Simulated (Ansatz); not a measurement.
The same path of BCl$_{2}$FH$_{3}$N (8 atoms, charge 0, multiplicity 1) was run twice with different band settings. Lost on the way: B1–F2, N5–H8. Made: F2–H8.

The calculation used RHF/def2-SVP in Ansatz.

Relaxed end points:

```xyz
8
Properties=species:S:1:pos:R:3
B 0.042 -0.170 0.178
F 0.181 0.643 1.248
Cl 1.484 -0.120 -0.971
Cl -1.594 -0.008 -0.657
N 0.051 -1.681 0.805
H -0.069 -2.372 0.080
H 0.929 -1.853 1.273
H -0.701 -1.779 1.471
```

```xyz
8
Properties=species:S:1:pos:R:3
B 0.101 -0.706 -0.538
F -0.324 0.201 2.570
Cl 1.568 0.174 -0.975
Cl -1.450 -0.265 -1.260
N 0.164 -1.747 0.395
H -0.612 -2.366 0.529
H 1.045 -2.125 0.685
H -0.170 -0.506 2.022
```

Common settings: movable images 7; climbing image yes; optimiser quadratic models (default); start path through a guess of the saddle point; force threshold 0.05 eV/Å; iteration limit 60; end points relaxed.

| run | spring |
| --- | --- |
| 1 | 5.0 eV/Å² |
| 2 | 50.0 eV/Å² |

Q: What does each run give, and how far can it be trusted?

A: Run 1: converged after 22 iterations, highest image 2.231 eV above the first end. A vibrational analysis at the climbing image gives one clearly imaginary mode, 1466i cm⁻¹: a first-order saddle point.
Run 2: converged after 12 iterations, highest image 2.232 eV above the first end. Neighbouring images differ by up to 1.5 eV, so the band resolves the path poorly. Another band between the same ends (7 images) ends at a top of the same energy, where a vibrational analysis finds 1 clearly imaginary mode.
The orbitals stay closed-shell, which can raise the energy where a bond breaks towards radicals; this wasn't checked here.
